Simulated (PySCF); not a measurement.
Species: C4F3N3S.
Structure used (GFN2-xTB), in Å, numbered top down from 1:
```
atom  x, y, z in Å
N1     4.213    0.187    0.226
C2     3.088    0.018    0.104
C3     1.700   -0.159   -0.029
N4     1.132   -1.178   -0.593
N5    -0.169   -1.122   -0.598
C6    -0.647   -0.060   -0.040
C7    -2.109    0.237    0.080
F8    -2.865   -0.714   -0.452
F9    -2.475    0.373    1.364
F10   -2.423    1.391   -0.527
S11    0.561    1.030    0.579
```

NICS is the negative of the GIAO shielding at a point without a nucleus: at the ring centre (0) and 1 Å above and below it (1); zz is the component along the ring normal. Level: GIAO PBE0/pcSseg-1 (PySCF, non-relativistic, gas phase) on the GFN2-xTB geometry, one conformer.

Ring bond lengths (Å), with Mayer bond orders in brackets: C3–N4 1.296 (1.57), N4–N5 1.302 (1.25), N5–C6 1.291 (1.60), C6–S11 1.740 (1.11), S11–C3 1.755 (1.09).

Q: Give the NICS values of each ring in ppm.

A: 
```json
{"ring": "C3–N4–N5–C6–S11", "type": "5-membered ring with 2 N and S; formal bonds all aromatic", "NICS(0)": "-13.8", "NICS(1), two faces": "-13.2 / -13.2", "NICS(1)zz, two faces": "-29.2 / -29.2", "rms pucker (Å)": "0.00", "centre to ring atoms, mean (Å)": "1.25"}
```

Q: What do they say, and how far can they be read as aromaticity?

A: 
- C3–N4–N5–C6–S11: mean NICS(1)zz -29.2 ppm, shielded. The ring is flat and has no four-coordinate atom; by the NICS criterion it is aromatic.

Q: How equal are the bonds by HOMA? Use HOMA with the parameters of Krygowski (1993).

A: 
- C3–N4–N5–C6–S11: HOMA 0.75; the largest term is that of S11–C3, α(R − Ropt)² = 0.57. The geometric and the magnetic index point the same way.

Q: What is the mean of the two in-plane components of NICS at the second NICS(1) probe listed for ring C3–N4–N5–C6–S11, 1 Å off the ring?

A: The isotropic value is a third of the trace: (3 × -13.2 − (-29.2))/2 = -5.2 ppm.

Q: How shielded are the nuclei of the rings and their hydrogens (means over atoms taken as equivalent)?

A: 
```csv
atoms,environment,σ isotropic (ppm)
C3,substituted aromatic carbon,39.2
N4,pyridine-type nitrogen,-162.8
N5,pyridine-type nitrogen,-145.8
C6,substituted aromatic carbon,21.3
S11,thiophene-type sulfur,149.1
```
